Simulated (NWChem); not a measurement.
System meant: CH5AlClN; SMILES [CH3][Al]([NH2])[Cl]

Input file for NWChem:

```
start job
memory heap 200 mb stack 900 mb global 1100 mb
geometry units angstroms noautoz
  Al    -0.049911    -0.410094    -0.098991
  Cl     0.129212     1.673170    -0.500170
  C      1.530292    -1.551395    -0.015124
  H      2.071864    -1.544937    -0.984151
  H      1.279221    -2.603554     0.229661
  H      2.242214    -1.181011     0.751746
  N     -1.708125    -1.003148     0.146957
  H     -1.964129    -1.973445     0.341480
  H     -2.546627    -0.419815     0.106022
end
basis spherical
  Al library def2-svp
  Cl library def2-svp
  C library def2-svp
  H library def2-svp
  N library def2-svp
end
dft
  xc b3lyp
  iterations 4
  mulliken
end
task dft energy
```

End of the output:

```
    Atom       Charge   Shell Charges
 -----------   ------   -------------------------------------------------------
    1 Al  13    12.62   2.00  1.93  0.56  0.22  5.81  0.97  0.69  0.44
    2 Cl  17    17.09   2.00  1.96  1.04  0.78  5.82  2.27  3.21  0.01
    3 C    6     6.31   1.96  0.59  0.35  1.88  1.49  0.04
    4 H    1     0.96   0.62  0.27  0.07
    5 H    1     0.96   0.62  0.27  0.07
    6 H    1     0.96   0.62  0.27  0.07
    7 N    7     7.24   1.97  0.71  0.45  2.24  1.85  0.02
    8 H    1     0.93   0.59  0.22  0.12
    9 H    1     0.93   0.59  0.21  0.12

 center of mass
 --------------
 x =  -0.02254813 y =   0.18172005 z =   0.00011762

 moments of inertia (a.u.)
 ------------------
         595.242483175629           0.000000000000          -0.000000000000
           0.000000000000         332.900997944704          -0.000000000000
          -0.000000000000          -0.000000000000         916.717026007890

     Multipole analysis of the density
     ---------------------------------

     L   x y z        total         alpha         beta         nuclear
     -   - - -        -----         -----         ----         -------
     0   0 0 0     -0.000000    -24.000000    -24.000000     48.000000

     1   1 0 0     -0.322506     -0.161253     -0.161253     -0.000000
     1   0 1 0     -0.896688     -0.448344     -0.448344     -0.000000
     1   0 0 1     -0.004935     -0.002468     -0.002468      0.000000

     2   2 0 0    -26.302646   -113.996202   -113.996202    201.689758
     2   1 1 0      0.877029      4.231682      4.231682     -7.586335
     2   1 0 1      0.013895     -0.002392     -0.002392      0.018678
     2   0 2 0    -29.291495   -172.975320   -172.975320    316.659145
     2   0 1 1      0.020581     -0.000095     -0.000095      0.020771
     2   0 0 2    -27.617042    -16.642947    -16.642947      5.668853

 ------------------------------------------------------------------------
 dft energy failed                                                                                  0
 ------------------------------------------------------------------------
 ------------------------------------------------------------------------
  current input line :
    26: task dft energy
 ------------------------------------------------------------------------
 ------------------------------------------------------------------------
 This type of error is most commonly associated with calculations not reaching convergence criteria
 ------------------------------------------------------------------------
 For more information see the NWChem manual at https://nwchemgit.github.io

0:dft energy failed:Received an Error in Communication
```

**Question.** Find the fault in this run and fix the input.

**Answer.** The run did not converge; its last values are not results. Cause: the SCF was allowed too few iterations. This input runs:
```
start job
memory heap 200 mb stack 900 mb global 1100 mb
geometry units angstroms noautoz
  Al    -0.049911    -0.410094    -0.098991
  Cl     0.129212     1.673170    -0.500170
  C      1.530292    -1.551395    -0.015124
  H      2.071864    -1.544937    -0.984151
  H      1.279221    -2.603554     0.229661
  H      2.242214    -1.181011     0.751746
  N     -1.708125    -1.003148     0.146957
  H     -1.964129    -1.973445     0.341480
  H     -2.546627    -0.419815     0.106022
end
basis spherical
  Al library def2-svp
  Cl library def2-svp
  C library def2-svp
  H library def2-svp
  N library def2-svp
end
dft
  xc b3lyp
  iterations 150
  mulliken
end
task dft energy
```
It converges to -798.36195 Ha (B3LYP/def2-SVP).
